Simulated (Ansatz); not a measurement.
Ansatz (an electronic-structure program) input file for H3NSSi, SMILES N[Si]S (connectivity only; charge and spin as stated), neutral, multiplicity 1, r2SCAN-D4/def2-TZVP. 

Ansatz 0.2 input:
```yaml
crystal:
  periodic: [false, false, false]
  atoms:
    - {symbol: Si, position_ang: [-0.74962875, 0.61105057, -0.00000000]}
    - {symbol: N, position_ang: [0.65198627, 1.58017387, 0.00000000]}
    - {symbol: H, position_ang: [0.62538860, 2.58506663, -0.00000000]}
    - {symbol: H, position_ang: [1.59607057, 1.22076888, -0.00000000]}
    - {symbol: S, position_ang: [0.28401596, -1.33604020, 0.00000000]}
    - {symbol: H, position_ang: [-0.83481603, -2.04511738, -0.00000000]}
basis:
  gaussian:
    orbitals: def2-TZVP
hamiltonian:
  xc: r2scan
  dispersion: d4
relax: {f_tol: 0.002, max_steps: 200}
```

Log of the run:

```
WARN ansatz: RAYON_NUM_THREADS=1 ignored (pool sized by the plan → 1); use --threads N
Functional definition: r2SCAN
integrals: 0.04 GiB planned
800 factors; their error is unknown
mean field: 0.34 GiB planned
mean field evaluation 1: about -20243.2911 eV, gradient 6.6e1 eV
mean field evaluation 2: about -20205.6899 eV, gradient 1.2e2 eV
mean field evaluation 4: about -20251.4715 eV, gradient 9.0e0 eV
mean field evaluation 8: about -20251.7032 eV, gradient 2.5e-1 eV
mean field evaluation 16: about -20251.6872 eV, gradient 2.9e-3 eV
mean field -20251.68724225 eV, -744.2357790662 hartree, gradient 1.4e-5 eV, S^2 0.000000; 0 other end points of the search recorded, 0 dependent functions left out
the calculation of the forces begins
reference -20251.68725151 eV, -744.2357794062 hartree; 20, 20 occupied and 103, 103 virtual orbitals, 800 factors
relax step   1: F+E_penalty+E_count = -20251.71548817 eV  Δ(F+E_penalty+E_count) = +0.000e0 eV  max|allowed force component| = 6.156e-1 eV/Å  Δτ_max = 0.0000 Å  (33 SCF iters, accepted)
these checks for a lower state are left out or cut short: starts, cluster_reference, orbital_swaps, neighbouring_geometries, increment
integrals: 0.04 GiB planned
800 factors; their error is unknown
mean field: 0.34 GiB planned
mean field -20251.69934250 eV, -744.2362237419 hartree, gradient 1.6e-5 eV, S^2 0.000000; 0 other end points of the search recorded, 0 dependent functions left out
the calculation of the forces begins
reference -20251.69935173 eV, -744.2362240811 hartree; 20, 20 occupied and 103, 103 virtual orbitals, 800 factors
relax step   2: F+E_penalty+E_count = -20251.72763849 eV  Δ(F+E_penalty+E_count) = -1.215e-2 eV  max|allowed force component| = 2.363e-1 eV/Å  Δτ_max = 0.0435 Å  (33 SCF iters, accepted)
these checks for a lower state are left out or cut short: starts, cluster_reference, orbital_swaps, neighbouring_geometries, increment
integrals: 0.04 GiB planned
800 factors; their error is unknown
mean field: 0.34 GiB planned
mean field evaluation 32: about -20251.7043 eV, gradient 2.2e-1 eV
mean field -20251.70430666 eV, -744.2364061717 hartree, gradient 1.5e-5 eV, S^2 0.000000; 0 other end points of the search recorded, 0 dependent functions left out
the calculation of the forces begins
reference -20251.70431591 eV, -744.2364065114 hartree; 20, 20 occupied and 103, 103 virtual orbitals, 800 factors
relax step   3: F+E_penalty+E_count = -20251.73259414 eV  Δ(F+E_penalty+E_count) = -4.956e-3 eV  max|allowed force component| = 1.212e-1 eV/Å  Δτ_max = 0.0265 Å  (33 SCF iters, accepted)
these checks for a lower state are left out or cut short: starts, cluster_reference, orbital_swaps, neighbouring_geometries, increment
integrals: 0.04 GiB planned
800 factors; their error is unknown
mean field: 0.34 GiB planned
mean field -20251.70504851 eV, -744.2364334340 hartree, gradient 1.5e-5 eV, S^2 0.000000; 0 other end points of the search recorded, 0 dependent functions left out
the calculation of the forces begins
reference -20251.70505775 eV, -744.2364337737 hartree; 20, 20 occupied and 103, 103 virtual orbitals, 800 factors
relax step   4: F+E_penalty+E_count = -20251.73333105 eV  Δ(F+E_penalty+E_count) = -7.369e-4 eV  max|allowed force component| = 8.105e-2 eV/Å  Δτ_max = 0.0072 Å  (35 SCF iters, accepted)
these checks for a lower state are left out or cut short: starts, cluster_reference, orbital_swaps, neighbouring_geometries, increment
integrals: 0.04 GiB planned
800 factors; their error is unknown
mean field: 0.34 GiB planned
mean field -20251.70597380 eV, -744.2364674377 hartree, gradient 1.5e-5 eV, S^2 0.000000; 0 other end points of the search recorded, 0 dependent functions left out
the calculation of the forces begins
reference -20251.70598306 eV, -744.2364677780 hartree; 20, 20 occupied and 103, 103 virtual orbitals, 800 factors
relax step   5: F+E_penalty+E_count = -20251.73426128 eV  Δ(F+E_penalty+E_count) = -9.302e-4 eV  max|allowed force component| = 1.032e-1 eV/Å  Δτ_max = 0.0195 Å  (33 SCF iters, accepted)
these checks for a lower state are left out or cut short: starts, cluster_reference, orbital_swaps, neighbouring_geometries, increment
integrals: 0.04 GiB planned
800 factors; their error is unknown
mean field: 0.34 GiB planned
mean field -20251.70659588 eV, -744.2364902988 hartree, gradient 1.6e-5 eV, S^2 0.000000; 0 other end points of the search recorded, 0 dependent functions left out
the calculation of the forces begins
reference -20251.70660513 eV, -744.2364906388 hartree; 20, 20 occupied and 103, 103 virtual orbitals, 800 factors
relax step   6: F+E_penalty+E_count = -20251.73485770 eV  Δ(F+E_penalty+E_count) = -5.964e-4 eV  max|allowed force component| = 6.323e-2 eV/Å  Δτ_max = 0.0149 Å  (33 SCF iters, accepted)
these checks for a lower state are left out or cut short: starts, cluster_reference, orbital_swaps, neighbouring_geometries, increment
integrals: 0.04 GiB planned
800 factors; their error is unknown
mean field: 0.34 GiB planned
mean field evaluation 64: about -20251.7067 eV, gradient 2.8e-3 eV
mean field -20251.70674699 eV, -744.2364958522 hartree, gradient 1.6e-5 eV, S^2 0.000000; 0 other end points of the search recorded, 0 dependent functions left out
the calculation of the forces begins
reference -20251.70675625 eV, -744.2364961922 hartree; 20, 20 occupied and 103, 103 virtual orbitals, 800 factors
relax step   7: F+E_penalty+E_count = -20251.73501438 eV  Δ(F+E_penalty+E_count) = -1.567e-4 eV  max|allowed force component| = 1.556e-3 eV/Å  Δτ_max = 0.0036 Å  (34 SCF iters, accepted)
integrals: 0.04 GiB planned
800 factors; their error is unknown
mean field: 0.34 GiB planned
mean field -20251.70674699 eV, -744.2364958522 hartree, gradient 4.4e-5 eV, S^2 0.000000; 1 other end points of the search recorded, 0 dependent functions left out
the calculation of the forces begins
reference -20251.70675625 eV, -744.2364961922 hartree; 20, 20 occupied and 103, 103 virtual orbitals, 800 factors
Total energy: -20251.73502363 eV, -744.2375349995 hartree
Atom 0 at    -0.732489     0.583869     0.000073 Å, force     0.001027    -0.000304    -0.000105 eV/Å
Atom 1 at     0.671077     1.563939     0.000012 Å, force    -0.000102    -0.000173     0.000008 eV/Å
Atom 2 at     0.585985     2.569351    -0.000052 Å, force     0.000081    -0.000552     0.000077 eV/Å
Atom 3 at     1.637395     1.267473    -0.000015 Å, force    -0.000484     0.000195    -0.000024 eV/Å
Atom 4 at     0.277719    -1.333646     0.000075 Å, force     0.000088     0.001556    -0.000043 eV/Å
Atom 5 at    -0.866670    -2.035084    -0.000094 Å, force    -0.000610    -0.000722     0.000087 eV/Å
Dipole moment:     0.162382     0.276870    -0.000046 e Å
```

Self-consistency was reached.

Cost: roughly 40 core-seconds.
